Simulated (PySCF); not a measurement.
# Working out the ionisation energy of F⁺

F⁺ [He] 2s2 2p4 (3P) → F²⁺ [He] 2s2 2p3 (4S). Computed with PySCF 2.14 in dyall-acv3z (15s9p4d2f, 76 functions), with the non-relativistic Hamiltonian (point nucleus). Frozen: 1s2; the 19 highest virtual orbitals dropped. Energies in hartree (1 hartree = 27.21139 eV):

```
            part  F⁺ (lower)  F²⁺ (upper)
             UHF  -98.840765   -97.613705
CCSD correlation   -0.166440    -0.118897
             (T)   -0.002363    -0.001297
```

**Question.** What does Hartree-Fock give?

**Answer.** (-97.613705) − (-98.840765) = 1.227060 hartree = 33.390 eV.

**Question.** What do CCSD and CCSD(T) give?

**Answer.** The CCSD correlation energies differ by 0.047543 hartree = 1.294 eV and the triples by 0.001066 hartree = 0.029 eV, so CCSD gives 34.684 eV and CCSD(T) 34.713 eV.

Measured between the centres of the two terms (NIST): 34.950 eV, so CCSD(T) (valence) is off by -0.237 eV.

What remains against the reference includes basis incompleteness, the frozen core and higher excitations.
